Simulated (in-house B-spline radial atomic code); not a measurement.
Ionisation energies along the 26-electron series, configuration [Ar] 3d8, as differences of self-consistent energies. NIST's values go from ground level to ground level; the uncertainty of those that are theory runs from under 0.1 % in few-electron ions to several per cent in heavy many-electron ones. Computed with a B-spline radial code for spherical atoms: non-relativistic Hartree-Fock, average of the configuration, point nuclei.

This level leaves out relativity, spin-orbit splitting included, which matters for heavy ions.

```csv
ion,configuration after,ionisation energy (eV),IE/(q+1)² (eV),-ε less Coulomb ΔSCF (eV),tabulated value (eV),tabulated kind,computed minus tabulated (eV)
Co+,[Ar] 3d7,16.0,4.0073,3.765,17.0844,measured,-1.1
Ni2+,[Ar] 3d7,34.8,3.8643,3.5429,35.187,measured,-0.4
Cu3+,[Ar] 3d7,57.5,3.5933,3.4373,57.38,semi-empirical,0.1
Zn4+,[Ar] 3d7,83.8,3.3536,3.3835,82.6,semi-empirical,1.2
Ga5+,[Ar] 3d7,113.6,3.1566,3.3549,112.7,tabulated theory,0.9
Ge6+,[Ar] 3d7,146.8,2.9955,3.3396,144.9,tabulated theory,1.9
As7+,[Ar] 3d7,183.2,2.8624,3.3317,180,tabulated theory,3.2
Se8+,[Ar] 3d7,222.8,2.751,3.328,219,tabulated theory,3.8
Br9+,[Ar] 3d7,265.7,2.6565,3.3269,261,tabulated theory,4.7
Kr10+,[Ar] 3d7,311.6,2.5755,3.3275,308,tabulated theory,3.6
Rb11+,[Ar] 3d7,360.8,2.5053,3.329,356,tabulated theory,4.8
Sr12+,[Ar] 3d7,413.0,2.4438,3.3311,408,tabulated theory,5.0
Zr14+,[Ar] 3d7,526.8,2.3414,3.3363,520,tabulated theory,6.8
Nb15+,[Ar] 3d7,588.4,2.2983,3.3391,581,tabulated theory,7.4
Mo16+,[Ar] 3d7,653.0,2.2595,3.342,646,tabulated theory,7.0
Tc17+,[Ar] 3d7,720.7,2.2243,3.3449,713,tabulated theory,7.7
Ru18+,[Ar] 3d7,791.5,2.1924,3.3478,784,tabulated theory,7.5
Rh19+,[Ar] 3d7,865.3,2.1632,3.3507,857,tabulated theory,8.3
Pd20+,[Ar] 3d7,942.2,2.1365,3.3535,933,tabulated theory,9.2
```

Question: How far is this level of theory from the measured and semi-empirical values?

Answer: Over those 4 rows the differences run from -1.06 to +1.24 eV (mean absolute value 0.7 eV). The calculation leaves out relativity, correlation and, in open shells, the multiplet splittings that an average leaves out.
